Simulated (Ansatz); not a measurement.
Start from `F[Si]1([SiH3])CS1` and change one atom or group to get `F[Si]1(F)CS1`.

Ansatz, PBE0-D4/def2-TZVP geometries, multiplicity 1. 

```json
{"property": "HOMO energy (PBE0/def2-TZVPP) / eV", "`F[Si]1([SiH3])CS1`": "-7.22"}
{"property": "LUMO energy (PBE0/def2-TZVPP) / eV", "`F[Si]1([SiH3])CS1`": "-0.64"}
{"property": "zero-point energy (PBE0-D4/def2-TZVP) / kJ/mol", "`F[Si]1([SiH3])CS1`": "149.5"}
{"property": "LUMO energy (PBE/def2-TZVPP) / eV", "`F[Si]1([SiH3])CS1`": "-1.45"}
{"property": "LUMO energy (ωB97M-V/def2-TZVPP) / eV", "`F[Si]1([SiH3])CS1`": "1.16"}
{"property": "HOMO–LUMO gap (B3LYP/def2-TZVPP) / eV", "`F[Si]1([SiH3])CS1`": "6.16"}
```

Give the same properties after the change, and the shifts. (An estimate is asked.)

Ansatz gave: 
```tsv
property	`F[Si]1(F)CS1`	shift
HOMO energy (PBE0/def2-TZVPP) / eV	-7.68	-0.46
LUMO energy (PBE0/def2-TZVPP) / eV	-0.66	-0.02
zero-point energy (PBE0-D4/def2-TZVP) / kJ/mol	91.7	-57.8
LUMO energy (PBE/def2-TZVPP) / eV	-1.64	-0.19
LUMO energy (ωB97M-V/def2-TZVPP) / eV	1.35	0.19
HOMO–LUMO gap (B3LYP/def2-TZVPP) / eV	6.49	0.33
```

The zero-point energy changes by -57.8 kJ/mol with -9 modes.

B3LYP here is the variant with VWN-RPA as its local correlation; programs differ in this.
